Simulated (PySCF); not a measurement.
SMILES [SiH2](C)S (PBE0/def2-SVP optimised geometry):

```
9

C      1.709    -0.518     0.000
Si    -0.164    -0.518     0.000
S     -0.774     1.550     0.000
H      2.099    -0.010     0.895
H      2.090    -1.550    -0.005
H      2.099    -0.002    -0.890
H     -0.698    -1.220     1.208
H     -0.697    -1.222    -1.207
H     -2.099     1.288     0.018
```

Calculation: PBE0/def2-TZVP (PySCF).

Q: What are the frontier orbital energies and the dipole moment?

A: HOMO-2 -9.36 eV, HOMO-1 -9.05 eV, HOMO -7.31 eV, LUMO 0.32 eV, LUMO+1 0.54 eV; dipole moment 1.04 D.

Meta-Löwdin charges at PBE0/def2-TZVP: C1 -0.60, Si2 0.60, S3 -0.32, H4 0.14, H5 0.14, H6 0.14, H7 -0.10, H8 -0.10, H9 0.11.
